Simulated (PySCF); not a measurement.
**From a log to its input**

A PySCF 2.14 run on the atoms Ge 0 0 0; Se 0 0 2.375 (angstrom) printed this (some set-up lines and the per-cycle HOMO/LUMO lines with their warnings removed):

```
PySCF version 2.14.0

[INPUT] verbose = 4
[INPUT] num. atoms = 2
[INPUT] num. electrons = 67
[INPUT] charge = -1
[INPUT] spin (= nelec alpha-beta = 2S) = 1
[INPUT] symmetry False subgroup None
[INPUT] Mole.unit = angstrom

nuclear repulsion = 242.418865465667
number of shells = 6
number of NR pGTOs = 252
number of NR cGTOs = 54
basis = ano-rcc-vdzp
ecp = {}

******** <class 'pyscf.solvent._attach_solvent.PCMsfX2C1eUHF'> ********
method = PCMsfX2C1eUHF
initial guess = minao
damping factor = 0
level_shift factor = 0
DIIS = <class 'pyscf.scf.diis.CDIIS'>
diis_start_cycle = 1
diis_space = 8
diis_damp = 0
SCF conv_tol = 1e-09
SCF conv_tol_grad = None
SCF max_cycles = 50
direct_scf = True
direct_scf_tol = 1e-13
number electrons alpha = 34  beta = 33

******** <class 'pyscf.x2c.sfx2c1e.SpinFreeX2CHelper'> ********
approx = 1e
xuncontract = 1
******** <class 'pyscf.solvent.pcm.PCM'> (In testing) ********

WARN: PCM is an experimental feature. It is still in testing.
Features and APIs may be changed in the future.

lebedev_order = 29 (302 grids per sphere)
eps = 32.6
frozen = False
Set gradient conv threshold to 3.16228e-05
PCM E_diel = -9.30818320684611e-05
Solvent Energy = -9.30818320684611e-05
init E= -4525.01548548656

PCM E_diel = -0.112786117562393
Solvent Energy = -0.112786117562393
cycle= 1 E= -4525.29299926417  delta_E= -0.278  |g|= 0.234  |ddm|= 1.55
PCM E_diel = -0.0890910961712274
Solvent Energy = -0.0890910961712274
cycle= 2 E= -4525.32764637155  delta_E= -0.0346  |g|= 0.156  |ddm|= 0.489
PCM E_diel = -0.094642063246129
Solvent Energy = -0.094642063246129
cycle= 3 E= -4525.33973040725  delta_E= -0.0121  |g|= 0.0212  |ddm|= 0.146
PCM E_diel = -0.0949731821893721
Solvent Energy = -0.0949731821893721
cycle= 4 E= -4525.34025008144  delta_E= -0.00052  |g|= 0.0109  |ddm|= 0.0483
PCM E_diel = -0.0947416029578364
Solvent Energy = -0.0947416029578364
cycle= 5 E= -4525.34040829518  delta_E= -0.000158  |g|= 0.00421  |ddm|= 0.0277
PCM E_diel = -0.0946185717129969
Solvent Energy = -0.0946185717129969
cycle= 6 E= -4525.34047319608  delta_E= -6.49e-05  |g|= 0.00201  |ddm|= 0.0228
PCM E_diel = -0.0945699883962955
Solvent Energy = -0.0945699883962955
cycle= 7 E= -4525.34049731079  delta_E= -2.41e-05  |g|= 0.00104  |ddm|= 0.0149
PCM E_diel = -0.0945433921592483
Solvent Energy = -0.0945433921592483
cycle= 8 E= -4525.34050516663  delta_E= -7.86e-06  |g|= 0.000605  |ddm|= 0.00852
PCM E_diel = -0.0945254887339665
Solvent Energy = -0.0945254887339665
cycle= 9 E= -4525.34050837315  delta_E= -3.21e-06  |g|= 0.0003  |ddm|= 0.00645
PCM E_diel = -0.0945129437546054
Solvent Energy = -0.0945129437546054
cycle= 10 E= -4525.34050922153  delta_E= -8.48e-07  |g|= 0.000101  |ddm|= 0.00415
PCM E_diel = -0.0945069012926829
Solvent Energy = -0.0945069012926829
cycle= 11 E= -4525.34050929004  delta_E= -6.85e-08  |g|= 3.98e-05  |ddm|= 0.00102
PCM E_diel = -0.0945048242220398
Solvent Energy = -0.0945048242220398
cycle= 12 E= -4525.34050929857  delta_E= -8.53e-09  |g|= 1.73e-05  |ddm|= 0.000338
PCM E_diel = -0.0945036654927209
Solvent Energy = -0.0945036654927209
cycle= 13 E= -4525.34050929986  delta_E= -1.29e-09  |g|= 9.68e-06  |ddm|= 0.000116
PCM E_diel = -0.0945033693374166
Solvent Energy = -0.0945033693374166
cycle= 14 E= -4525.34050930037  delta_E= -5.18e-10  |g|= 4.84e-06  |ddm|= 9e-05
PCM E_diel = -0.0945033680548142
Solvent Energy = -0.0945033680548142
Extra cycle  E= -4525.34050930044  delta_E= -6.46e-11  |g|= 3.55e-06  |ddm|= 1.82e-05
converged SCF energy = -4525.34050930044  <S^2> = 0.75985883  2S+1 = 2.0098347
**** SCF Summaries ****
Total Energy =                       -4525.340509300439408
Nuclear Repulsion Energy =             242.418865465667352
One-electron Energy =                -6803.360546382134089
Two-electron Energy =                 2035.695674984082416
Two-electron Coulomb Energy =         2201.424150591536090
DFT Exchange-Correlation Energy =     -165.728475607453674
**** MO energy ****
                             alpha | beta                alpha | beta
[23 lines left out]
MO #24  energy= -1.57142978407062  | -1.57062783902273  occ= 1 | 1
MO #25  energy= -1.56929491862483  | -1.56876202251125  occ= 1 | 1
MO #26  energy= -1.56885865449258  | -1.56549809892565  occ= 1 | 1
MO #27  energy= -1.56369345456461  | -1.55952931017363  occ= 1 | 1
MO #28  energy= -1.56285996020749  | -1.55907959959172  occ= 1 | 1
MO #29  energy= -0.822699962015803 | -0.816422022960198 occ= 1 | 1
MO #30  energy= -0.57558777948159  | -0.511873718808507 occ= 1 | 1
MO #31  energy= -0.328439924482726 | -0.297714692889796 occ= 1 | 1
MO #32  energy= -0.309180414310249 | -0.296292070008734 occ= 1 | 1
MO #33  energy= -0.290865981650408 | -0.286970340707619 occ= 1 | 1
MO #34  energy= -0.216356918720164 | 0.0693329785959182 occ= 1 | 0
MO #35  energy= 0.0469438989816866 | 0.100218531132472  occ= 0 | 0
MO #36  energy= 0.146947419726977  | 0.160976460961766  occ= 0 | 0
MO #37  energy= 0.362601287867293  | 0.366119993641095  occ= 0 | 0
[17 lines left out]

To work with the spin densities directly, `use mulliken_meta_spin()` only printing them here.

 ** Mulliken spin pop alpha/beta on meta-lowdin orthogonal AOs **
 ** Mulliken Spin Density (per AO)  **
 ** Mulliken Spin Density (per atom)  **
spin density of  0 Ge =      0.99966
spin density of  1 Se =      0.00034
 ** Mulliken pop alpha/beta on meta-lowdin orthogonal AOs **
 ** Mulliken pop       alpha | beta **
pop of  0 Ge 1s        1.00000 | 1.00000
pop of  0 Ge 2s        1.00000 | 1.00000
pop of  0 Ge 3s        0.99999 | 0.99999
pop of  0 Ge 4s        0.93993 | 0.92526
pop of  0 Ge 5s        0.00556 | 0.00460
pop of  0 Ge 2px       1.00000 | 1.00000
pop of  0 Ge 2py       1.00000 | 1.00000
pop of  0 Ge 2pz       1.00000 | 1.00000
pop of  0 Ge 3px       1.00000 | 1.00000
pop of  0 Ge 3py       0.99999 | 0.99999
pop of  0 Ge 3pz       1.00000 | 1.00000
pop of  0 Ge 4px       0.81811 | 0.08294
[42 lines left out]
In total            34.00000 | 33.00000
 ** Mulliken atomic charges   ( Nelec_alpha | Nelec_beta ) **
charge of  0Ge =     -0.05325  (    16.52646     15.52680 )
charge of  1Se =     -0.94675  (    17.47354     17.47320 )
Dipole moment(X, Y, Z, Debye): -0.00000,  0.00000, -10.66346
orbital energies (hartree): [array([-0.3092, -0.2909, -0.2164,  0.0469,  0.1469,  0.3626]), array([-0.2977, -0.2963, -0.287 ,  0.0693,  0.1002,  0.161 ])]
```

Task: Write the input that gave this log.

Result: The input was:

```python
from pyscf import gto, scf, solvent

mol = gto.M(
    atom='Ge 0 0 0; Se 0 0 2.375',
    basis='ano-rcc-vdzp',
    charge=-1,
    spin=1,
    verbose=4,
)
mf = scf.UHF(mol)
mf = mf.sfx2c1e()
mf = solvent.PCM(mf)
mf.with_solvent.eps = 32.6
mf.kernel()
mf.analyze()
print('orbital energies (hartree):', [e[max(0, n-3):n+3].round(4) for e, n in zip(mf.mo_energy, mol.nelec)])
```

The basis has no diffuse functions, which an anion needs. The bond length is a typed value, not an optimised one. The dipole of an ion depends on the origin. No search for the lowest solution was made.
